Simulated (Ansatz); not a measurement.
Geometry optimisation, Ansatz 0.2.0, RKS BLYP-D4/def2-SVP.

Input file:

```yaml
crystal:
  periodic: [false, false, false]
  atoms:
    - { symbol: B, position_ang: [0.0, 0.0, 0.0] }
    - { symbol: Cl, position_ang: [0.0, 0.0, 1.86] }
    - { symbol: O, position_ang: [1.2211, 0.0, -0.705] }
    - { symbol: H, position_ang: [1.5209, -0.9519, -0.8599] }
    - { symbol: O, position_ang: [-1.2211, 0.0, -0.705] }
    - { symbol: H, position_ang: [-1.7308, -0.8467, -0.4965] }
basis:
  gaussian: { orbitals: def2-SVP }
hamiltonian:
  xc: blyp
  dispersion: d4
relax:
  f_tol: 0.02
  max_steps: 40
output:
  orbitals: {}
```

Launched with:

```bash
$ ansatz run input.yaml --threads 1 --pin off --max-ram 2048MiB --backend cpu --events-out ev --progress --plain --runs-dir out
```

Task: Where does it end, and by what steps?

Result: The run converged. After 8 steps the energy has fallen by 0.946 eV; H4 moved furthest, 0.66 Å.

| step | energy less start (eV) | largest force component (eV/Å) | accepted |
| --- | --- | --- | --- |
| 0 | 0.0000 | 1.477 | yes |
| 1 | -0.2283 | 2.128 | yes |
| 2 | -0.3489 | 2.338 | yes |
| 3 | -0.5686 | 1.578 | yes |
| 4 | -0.8112 | 0.519 | yes |
| 5 | -0.9313 | 0.302 | yes |
| 6 | -0.9461 | 0.050 | yes |
| 7 | -0.9464 | 0.032 | yes |
| 8 | -0.9464 | 0.004 | yes |

```xyz
6
Properties=species:S:1:pos:R:3
B 0.068 -0.239 0.074
Cl -0.215 0.160 1.803
O 1.355 -0.267 -0.367
H 1.402 -0.493 -1.317
O -0.976 -0.506 -0.770
H -1.844 -0.453 -0.329
```

Time of the run: 18 s on 1 thread of Arm Neoverse V1, on a shared host, peak memory 0.13 GiB.
